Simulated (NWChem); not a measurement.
System: SeF$_{4}$; SMILES F[Se](F)(F)F

NWChem input:

```
start job
memory heap 200 mb stack 900 mb global 1100 mb
geometry units angstroms
  Se     0.001399    -0.001369     0.342796
  F      0.947152     1.335698    -0.354396
  F      1.332533    -0.947173    -0.366063
  F     -0.949949    -1.332931    -0.357321
  F     -1.335698     0.949914    -0.346928
end
basis spherical
  Se library def2-svp
  F library def2-svp
end
dft
  xc xpbe96 cpbe96
  iterations 150
end
driver
  maxiter 150
end
task dft optimize
```

NWChem printed, in part:

```
             Northwest Computational Chemistry Package (NWChem) 7.3.0
             --------------------------------------------------------

 C4  symmetry detected

                             Geometry "geometry" -> ""
                             -------------------------

 Output coordinates in angstroms (scale by  1.889725989 to convert to a.u.)

  No.       Tag          Charge          X              Y              Z
 ---- ---------------- ---------- -------------- -------------- --------------
    1 Se                  34.0000     0.00000000     0.00000000     0.35947766
    2 F                    9.0000     0.56497681     1.53646319    -0.33950668
    3 F                    9.0000     1.53646319    -0.56497681    -0.33950668
    4 F                    9.0000    -0.56497681    -1.53646319    -0.33950668
    5 F                    9.0000    -1.53646319     0.56497681    -0.33950668

 Effective nuclear repulsion energy (a.u.)     464.1192095513

      Symmetry information
      --------------------

 Group name             C4
 Group number              6
 Group order               4
 No. of unique centers     2

                                Z-matrix (autoz)
                                --------

 Units are Angstrom for bonds and degrees for angles

[...]

      ----------------------
      Optimization converged
      ----------------------

  Step       Energy      Delta E   Gmax     Grms     Xrms     Xmax
  ---- ---------------- -------- -------- -------- -------- --------
@    3   -2799.53943631 -1.7D-07  0.00001  0.00000  0.00038  0.00079
                                     ok       ok       ok       ok

                                Z-matrix (autoz)
                                --------

 Units are Angstrom for bonds and degrees for angles

      Type          Name      I     J     K     L     M      Value     Gradient
      ----------- --------  ----- ----- ----- ----- ----- ---------- ----------
    1 Stretch                  1     2                       1.78375    0.00001
    2 Stretch                  1     3                       1.78375    0.00001
    3 Stretch                  1     4                       1.78375    0.00001
    4 Stretch                  1     5                       1.78375    0.00001
    5 Bend                     2     1     3                82.89501    0.00000
    6 Bend                     2     1     4               138.81819    0.00000
    7 Bend                     2     1     5                82.89501    0.00000
    8 Bend                     3     1     4                82.89501    0.00000
    9 Bend                     3     1     5               138.81819    0.00000
   10 Bend                     4     1     5                82.89501    0.00000
   11 Torsion                  2     1     3     4        -141.24716   -0.00000
   12 Torsion                  2     1     3     5         -70.62358   -0.00000
   13 Torsion                  2     1     4     3          70.62358    0.00000
   14 Torsion                  2     1     4     5         -70.62358   -0.00000
   15 Torsion                  2     1     5     3          70.62358    0.00000
   16 Torsion                  2     1     5     4         141.24716    0.00000
   17 Torsion                  3     1     2     4          70.62358    0.00000
   18 Torsion                  3     1     2     5         141.24716    0.00000
   19 Torsion                  2     4     1     3         -70.62358   -0.00000
   20 Torsion                  3     1     4     5        -141.24716   -0.00000
   21 Torsion                  2     5     1     3         -70.62358   -0.00000
   22 Torsion                  3     1     5     4          70.62358    0.00000
   23 Torsion                  3     2     1     4         -70.62358   -0.00000
   24 Torsion                  4     1     2     5          70.62358    0.00000
   25 Torsion                  2     3     1     4         141.24716    0.00000
   26 Torsion                  4     1     3     5          70.62358    0.00000
   27 Torsion                  2     5     1     4        -141.24716   -0.00000
   28 Torsion                  3     5     1     4         -70.62358   -0.00000
   29 Torsion                  3     2     1     5        -141.24716   -0.00000
   30 Torsion                  4     2     1     5         -70.62358   -0.00000
   31 Torsion                  2     3     1     5          70.62358    0.00000
   32 Torsion                  4     3     1     5         -70.62358   -0.00000
   33 Torsion                  2     4     1     5          70.62358    0.00000
   34 Torsion                  3     4     1     5         141.24716    0.00000

                         Geometry "geometry" -> "geometry"
                         ---------------------------------

 Output coordinates in angstroms (scale by  1.889725989 to convert to a.u.)

[...]
```

Level: PBE/def2-SVP.
